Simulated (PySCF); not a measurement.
Two-component Hartree-Fock for Fe (iron, neutral)

Start: [Ar] 3d7 4s1; 3d3/2 filled at m_j = +1/2, +3/2; 3d5/2 filled at m_j = -3/2, -1/2, +1/2, +3/2, +5/2; 4s1/2 filled at m_j = +1/2. Calculated with PySCF 2.14 in x2c-TZVPall-2c with one added diffuse shell each of s, p, d type (7s8p5d1f, 63 functions): generalised Hartree-Fock with the X2C-1e Hamiltonian and a Gaussian nucleus; one run each with spin-orbit coupling (SO) switched off, then screened by Boettger's factors. This is a chosen level, not necessarily the ground level.

```json
{"spinor shell": "1s1/2", "electrons": "2", "ε, spin-free (eV)": "-7170.1", "ε, screened SO (eV)": "-7170.0", "weight of nominal j (screened SO)": "1.000", "rms radius, screened SO (bohr)": "0.0675"}
{"spinor shell": "2s1/2", "electrons": "2", "ε, spin-free (eV)": "-876.90", "ε, screened SO (eV)": "-876.85", "weight of nominal j (screened SO)": "1.000", "rms radius, screened SO (bohr)": "0.288"}
{"spinor shell": "2p1/2", "electrons": "2", "ε, spin-free (eV)": "-742.72", "ε, screened SO (eV)": "-751.63", "weight of nominal j (screened SO)": "0.996", "rms radius, screened SO (bohr)": "0.259"}
{"spinor shell": "2p3/2", "electrons": "4", "ε, spin-free (eV)": "-742.72", "ε, screened SO (eV)": "-738.31", "weight of nominal j (screened SO)": "0.998", "rms radius, screened SO (bohr)": "0.261"}
{"spinor shell": "3s1/2", "electrons": "2", "ε, spin-free (eV)": "-110.07", "ε, screened SO (eV)": "-110.05", "weight of nominal j (screened SO)": "1.000", "rms radius, screened SO (bohr)": "0.876"}
{"spinor shell": "3p3/2", "electrons": "4", "ε, spin-free (eV)": "-69.880", "ε, screened SO (eV)": "-68.882", "weight of nominal j (screened SO)": "0.820", "rms radius, screened SO (bohr)": "0.947"}
{"spinor shell": "3p1/2", "electrons": "2", "ε, spin-free (eV)": "-69.880", "ε, screened SO (eV)": "-71.854", "weight of nominal j (screened SO)": "0.639", "rms radius, screened SO (bohr)": "0.944"}
{"spinor shell": "3d5/2", "electrons": "5", "ε, spin-free (eV)": "-10.943", "ε, screened SO (eV)": "-11.973", "weight of nominal j (screened SO)": "0.584", "rms radius, screened SO (bohr)": "1.36"}
{"spinor shell": "3d3/2", "electrons": "2", "ε, spin-free (eV)": "-10.943", "ε, screened SO (eV)": "-8.356", "weight of nominal j (screened SO)": "0.680", "rms radius, screened SO (bohr)": "1.48"}
{"spinor shell": "4s1/2", "electrons": "1", "ε, spin-free (eV)": "-6.373", "ε, screened SO (eV)": "-6.373", "weight of nominal j (screened SO)": "1.000", "rms radius, screened SO (bohr)": "3.74"}
```

| quantity | spin-free | screened SO |
| --- | --- | --- |
| E (hartree) | -1271.24390 | -1271.26621 |
| M_J | 5 | 5 |
| ⟨J²⟩ | 30.012 | 30.012 |
| ⟨L²⟩ | 12.005 | 12.014 |
| ⟨S²⟩ | 6.007 | 6.003 |

Each row is a mean over spinors that exchange with the open shell spreads, by up to 12.374 eV (3p3/2).

Rows whose weight is well below 1 are mixtures of j = l ± 1/2: exchange outweighs spin-orbit coupling there, and the label is only the starting occupation.

Without spin-orbit coupling the j labels of p, d and f shells carry no meaning; the spin-free column gives the mean over the occupied spinors of each nl shell.
